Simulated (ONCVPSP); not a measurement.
**Transferability test, ONCV potential for Sb**

Sb, optimised norm-conserving Vanderbilt (ONCV), made with ONCVPSP 4.0.1 (PBEsol, scalar-relativistic). Core [Kr], reference 4d10 5s2 5p3. Waves: 5s: rc 1.65 bohr, ncon 3, nbas 8, qcut 3.6 1/bohr, 2 projectors, debl 0.8 Ha; 5p: rc 2.35 bohr, ncon 4, nbas 8, qcut 3.2 1/bohr, 2 projectors, debl 0.8 Ha; 4d: rc 1.10 bohr, ncon 3, nbas 8, qcut 7.4 1/bohr, local. Local part: the d channel. Core correction: none.

Energies are relative to the spin-unpolarised reference configuration 4d10 5s2 5p3; without spin polarisation the order of configurations can differ from experiment.

Q: Give the all-electron excitation energy and the error of the potential for: 4d10 5s2 5p2; 4d10 5s2 5p1; 4d10 5s2 5p0; 4d10 5s1 5p3.

A:

```
valence configuration  charge  ΔE all-electron (eV)  error AE − PS (meV)
         4d10 5s2 5p2      +1                 8.344                 -3.0
         4d10 5s2 5p1      +2                24.357                  -12
         4d10 5s2 5p0      +3                48.802                  -31
         4d10 5s1 5p3      +1                17.109                 -0.4
```

Levels in the configuration 4d10 5s2 5p2:

```json
{"level": "4d", "all-electron (eV)": "-41.968", "pseudo (eV)": "-41.949"}
{"level": "5s", "all-electron (eV)": "-20.710", "pseudo (eV)": "-20.712"}
{"level": "5p", "all-electron (eV)": "-12.031", "pseudo (eV)": "-12.033"}
```

Note: ghosts flagged at negative energy: s at -125.4 eV; GHOST(+) flagged for p at 13.8 eV. A true bound ghost makes a file unfit for plane-wave use.
